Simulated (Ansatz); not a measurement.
Stepwise reaction of `[OH][Ti]12345678([OH])([C@H]9[C@@H]1[C@@H]2[C@@H]3[C@H]94)[C@H]1[C@@H]5[C@@H]6[C@@H]7[C@H]18` with hydrogen chloride, as a gas-phase model of exchange steps in deposition or etching. ΔE in kJ/mol.

Calculated with Ansatz (gas phase, PBE0-D4/def2-TZVP geometries, no zero-point term in ΔE). CBS: MP2 limit from def2 TZ/QZ plus the TZ coupled-cluster correction, frozen cores. This one scheme is used for every species. DFT in def2-TZVPP. B3LYP here is the variant with VWN-RPA as its local correlation; programs differ in this. For Ti outer-core shells are correlated without core-valence functions, which leaves a few kJ/mol of doubt a bond. Scalar relativity is left out up to krypton. One conformer a species, not always the lowest.

| step | reaction | PBE-D4 | B3LYP-D4 | ωB97M-V | CCSD(T)/CBS |
| --- | --- | --- | --- | --- | --- |
| 1 | `[OH][Ti]12345678([OH])([C@H]9[C@@H]1[C@@H]2[C@@H]3[C@H]94)[C@H]1[C@@H]5[C@@H]6[C@@H]7[C@H]18` + HCl → `[OH][Ti]12345678([Cl])([C@H]9[C@@H]1[C@@H]2[C@@H]3[C@H]94)[C@H]1[C@@H]5[C@@H]6[C@@H]7[C@H]18` + H₂O | -54.6 | -55.5 | -58.2 | -67.6 |

Question: Give the row of step 2, `[OH][Ti]12345678([Cl])([C@H]9[C@@H]1[C@@H]2[C@@H]3[C@H]94)[C@H]1[C@@H]5[C@@H]6[C@@H]7[C@H]18` + HCl → `[Cl][Ti]12345678([Cl])([C@H]9[C@@H]1[C@@H]2[C@@H]3[C@H]94)[C@H]1[C@@H]5[C@@H]6[C@@H]7[C@H]18` + H₂O. (Best estimate.)

Answer: The calculation gave: 
```json
{"step": "2", "reaction": "`[OH][Ti]12345678([Cl])([C@H]9[C@@H]1[C@@H]2[C@@H]3[C@H]94)[C@H]1[C@@H]5[C@@H]6[C@@H]7[C@H]18` + HCl → `[Cl][Ti]12345678([Cl])([C@H]9[C@@H]1[C@@H]2[C@@H]3[C@H]94)[C@H]1[C@@H]5[C@@H]6[C@@H]7[C@H]18` + H₂O", "PBE-D4": "-46.0", "B3LYP-D4": "-46.7", "ωB97M-V": "-48.4", "CCSD(T)/CBS": "-58.3"}
```

Question: By hand: ΔE of the 2 steps together at CCSD(T)/CBS.

Answer: (-67.6) + (-58.3) = -125.9 kJ/mol, or -62.9 kJ/mol a step.

In ΔE each step is higher than the one before. All are downhill at CCSD(T)/CBS. PBE-D4 differs from CCSD(T)/CBS by 12.3 to 13.0 kJ/mol a step. Only this route is followed, and other bonds may react first. Isolated molecules leave out the surface, adducts and barriers. Largest T1 diagnostic: 0.019.
